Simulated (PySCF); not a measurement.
W (SMILES [W]), quintet (core potentials on W).

Input for PySCF:
```python
from pyscf import gto, scf, dft

mol = gto.Mole()
mol.atom = '''
    W     0.000000    0.000000    0.000000
'''
mol.basis = 'def2-svpd'
mol.ecp = {'W': 'def2-svpd'}
mol.charge = 0
mol.spin = 4
mol.verbose = 4
mol.build()

mf = dft.UKS(mol)
mf.xc = 'pbe0'
mf = mf.density_fit(auxbasis='def2-universal-jkfit')
mf.kernel()
```

Problem. What does this run give for the number of basis functions, <S^2>, HOMO energy, total energy, dipole moment?

Solution. 
- number of basis functions: 35
- <S^2>: 6.011
- HOMO energy: -5.31 eV
- total energy: -66.8998 Eh
- dipole moment: 0.00 D

These values belong to the state on which the SCF converged, which isn't shown to be the lowest.
